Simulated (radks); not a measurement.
Problem. The mean radii <r> (bohr) of the occupied orbitals of an atom or ion are listed with their occupations. All-electron calculation, non-relativistic Kohn-Sham, TPSS, spin-polarised, spherical densities, point nucleus; meta-GGA in the generalised Kohn-Sham scheme. Program: a radial shooting solver on a logarithmic mesh with Libxc functionals.

| orbital | occ. | <r> |
|---|---|---|
| 1s down | 1 | 0.01823 |
| 1s up | 1 | 0.01823 |
| 2s up | 1 | 0.07663 |
| 2s down | 1 | 0.07663 |
| 2p up | 3 | 0.06473 |
| 2p down | 3 | 0.06472 |
| 3s up | 1 | 0.1915 |
| 3s down | 1 | 0.1914 |
| 3p up | 3 | 0.1822 |
| 3p down | 3 | 0.1820 |
| 3d up | 5 | 0.1588 |
| 3d down | 5 | 0.1586 |
| 4s up | 1 | 0.3957 |
| 4s down | 1 | 0.3963 |
| 4p up | 3 | 0.3941 |
| 4p down | 3 | 0.3948 |
| 4d up | 5 | 0.3867 |
| 4d down | 5 | 0.3876 |
| 4f up | 4 | 0.3620 |

Name the element and its charge. Open shells, if any, are filled with parallel spins first.

Solution. Z = 83, bismuth, charge +33: Bi33+ in [Kr] 4d10 4f4. The 1s radius gives Z: for a bare nucleus <r> = 1.5/Z, 0.01807 bohr for Z = 83, and screening makes it slightly larger (0.01823 here). The occupations add up to 50, and the charge is Z minus that.
